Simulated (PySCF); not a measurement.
CH5FInN, SMILES [CH3][In]([F])[NH2]. The structure is a stationary point at PBE-D3(BJ)/def2-SVP. The structure was generated by enumeration; whether it is a known compound was not checked. The def2 effective core potentials stand for the cores of In; spin–orbit coupling is left out. Other conformers were not sampled.

Computed equilibrium geometry at PBE-D3(BJ)/def2-SVP (PySCF confirms it by a frequency run) as bond lengths and angles (one conformer of several):
Atoms: In1 F2 C3 H4 H5 H6 N7 H8 H9. Bond lengths (Å): In1–F2 1.997, In1–C3 2.155, In1–N7 2.050, C3–H4 1.106, C3–H5 1.105, C3–H6 1.106, N7–H8 1.027, N7–H9 1.028. Bond angles (°): F2–In1–C3 115.6, F2–In1–N7 106.9, C3–In1–N7 136.7, In1–C3–H4 108.3, In1–C3–H5 110.7, In1–C3–H6 108.1, H4–C3–H5 110.1, H4–C3–H6 109.4, H5–C3–H6 110.1, In1–N7–H8 115.9, In1–N7–H9 112.9, H8–N7–H9 108.2.
